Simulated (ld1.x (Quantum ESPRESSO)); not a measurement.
Cl: excitation energies, all-electron against PAW

```json
{"Element": "chlorine", "Generator": "ld1.x (Quantum ESPRESSO) 7.5", "Type": "PAW", "Functional": "PBE", "Relativity": "non-relativistic", "Frozen core": "[Ne]", "Valence charge": "7", "Reference configuration": "3s2 3p4 (charge +1)", "Partial waves": "3s (bound): rcut 0.95, rcutus 1.10 bohr; 3s channel at -1.25 Ry: rcut 0.95, rcutus 1.10 bohr; 3p (bound): rcut 1.20, rcutus 1.45 bohr; 3p channel at -0.95 Ry: rcut 1.20, rcutus 1.45 bohr; 3d channel at 0.5 Ry: rcut 1.40, rcutus 1.65 bohr", "Local potential": "all-electron potential smoothed inside 1.30 bohr (lloc = -1)", "Core correction": "a·sin(br)/r model core, default radius (ld1.x builds one for every PAW set, though the input has nlcc=.false.)", "Augmentation charge": "PSQ, radius 0.80 bohr"}
```

Energies are relative to the spin-unpolarised reference configuration 3s2 3p4; without spin polarisation the order of configurations can differ from experiment. Not all tests gave a result: test run stopped at test 6 of 7 (negative rho), 1 before it not solved. Left out of the table: 3s2 3p2 (solver errors, printed error -31.0 eV).

Q: Give the all-electron excitation energy and the error of the potential for: 3s2 3p5; 3s2 3p3; 3s2 3p5.3; 3s1 3p5.

A:

| valence configuration | charge | ΔE all-electron (eV) | error AE − PS (meV) |
| --- | --- | --- | --- |
| 3s2 3p5 | 0 | -13.890 | +4.7 |
| 3s2 3p3 | +2 | 25.459 | -12 |
| 3s2 3p5.3 | -0.3 | -16.033 | +5.0 |
| 3s1 3p5 | +1 | 12.518 | +11 |

Levels in the configuration 3s1 3p5:

| level | all-electron (eV) | pseudo (eV) |
| --- | --- | --- |
| 3s | -32.540 | -32.540 |
| 3p | -19.985 | -19.986 |

Note: ghost state, extra bound levels that the all-electron valence spectrum of the same l lacks: s at -67.1 eV. A true bound ghost makes a file unfit for plane-wave use.
